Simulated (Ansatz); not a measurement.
A structure relaxed at r2SCAN-D4/def2-SVP in Ansatz, charge 1, doublet:

```xyz
6

Mg    1.251    0.134    1.656
Mg   -2.004   -0.727   -0.292
Mg    1.793   -0.287   -1.013
O    -0.202    0.874   -0.179
O    -0.190   -0.175   -1.213
O    -0.647    0.182    1.041
```

(1) Give its formula and point group.

(2) Summarise the bond lengths by kind (pairs closer than 1.2 times the sum of covalent radii, bridged metal pairs left out).

Answers

(1) Mg₃O₃⁺. Point group Cs (tolerance 0.1 Å).

(2) 7 × Mg–O 2.00 to 2.46 Å; 2 × O–O 1.47 Å.

The structure holds 2 bond(s) between oxygen atoms. The relaxation made no stability test and no search for a lower SCF solution. Another isomer (doublet) lies 4.10 eV lower at PBE0-D4/def2-TZVP; other spin states weren't run for this one.
